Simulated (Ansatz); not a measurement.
`CO[SiH](O)[SiH2]O`, charge 0, multiplicity 1.

**Question.** Give a relaxed structure at PBE0-D4/def2-TZVP (the Gaussian-basis code of Ansatz). (Best estimate.)

**Answer.** Ansatz gave: 
Cartesian coordinates in Å:
```
C 0.054 -1.170 1.847
O -0.746 -1.123 0.686
Si -0.170 -0.684 -0.788
O -1.266 -1.108 -1.931
Si 0.069 1.642 -0.969
O 0.951 2.070 0.371
H 0.332 -0.165 2.179
H -0.522 -1.655 2.637
H 0.971 -1.747 1.679
H 1.129 -1.401 -0.982
H -1.499 -2.035 -2.005
H 0.779 2.043 -2.221
H -1.252 2.336 -0.983
H 1.171 2.996 0.479
```
This is one stationary point; other conformers may exist.
